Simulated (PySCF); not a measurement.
**Dipole moment and polarisability of `CC1=CC/1=C/B(O)O`**

Compound: C₅H₇BO₂.
Numbering: `[CH3:1][C:2]1=[CH:3][C:4]/1=[CH:5]/[B:6]([OH:7])[OH:8]` (hydrogens: H9, H10, H11 on C1; H12 on C3; H13 on C5; H14 on O7; H15 on O8)

Geometry (PBE0-D3(BJ)/def2-SVP, Å), atoms numbered from 1 in this order:
```
atom  x, y, z in Å
C1     2.238   -0.627    0.112
C2     1.405    0.522   -0.258
C3     1.261    1.770   -0.700
C4     0.080    1.040   -0.375
C5    -1.249    0.850   -0.242
B6    -1.778   -0.499    0.270
O7    -3.115   -0.790    0.421
O8    -0.896   -1.499    0.608
H9     1.915   -1.506   -0.465
H10    3.308   -0.441   -0.047
H11    2.051   -0.879    1.167
H12    1.727    2.688   -1.053
H13   -1.909    1.683   -0.512
H14   -3.675   -0.053    0.163
H15   -1.380   -2.277    0.903
```

Level: B3LYP/def2-SVPD (PySCF), static field, nuclei fixed, core orbitals frozen in the response. The polarisability tensor in these axes (au):

```
x   109.05   5.42  -4.56
y     5.42  82.55 -10.73
z    -4.56 -10.73  57.82
```

What are the eigenvalues, a third of the trace, and Δα (Δα² = ½Σ(αi − αj)² over the three pairs)?

Principal values 53.71, 84.74 and 110.97 au; mean 83.14 au = 12.32 Å³ = 13.71 × 10⁻⁴⁰ C²·m²/J; Δα = 49.65 au (60 % of the mean).

What is the dipole moment, and where does it point?

(2.16, 0.84, -0.45) D, 2.36 D in size, pointing from the negative to the positive side. Measured along this direction, the outermost atoms are H14 at the negative end and H10 at the positive end.

What are the principal values of the traceless quadrupole moment, Θ = ½Σq(3rr − r²1), about the centre of nuclear charge?

-7.81, 2.00, 5.81 D·Å. The values depend on the origin, since the dipole doesn't vanish. The electronic extent ⟨r²⟩ about the same centre is 1120 bohr², a root-mean-square distance of 2.33 Å for the 58 electrons.

Estimate the molar refractivity from the static electronic polarisability.

Lorentz–Lorenz: R = (4π/3)N_A α = 2.5225 cm³/(mol·Å³) × 12.32 Å³ = 31.1 cm³/mol, in the limit of long wavelengths.

Rayleigh depolarisation ratio (linearly polarised light, static tensor)?

ρ = 3Δα²/(45ᾱ² + 4Δα²) = 7394.8/(311057 + 9859.8) = 0.023.

The structure is a single PBE0-D3(BJ)/def2-SVP conformer in the gas phase; no vibrational or solvent corrections.

The run behind these numbers computed excited states and ΔSCF ions as well. Hardware: one thread of an Intel Xeon Platinum 8259CL at 2.50 GHz, on a shared host. Cost: 1.7 min wall, 0.90 GiB resident at most.
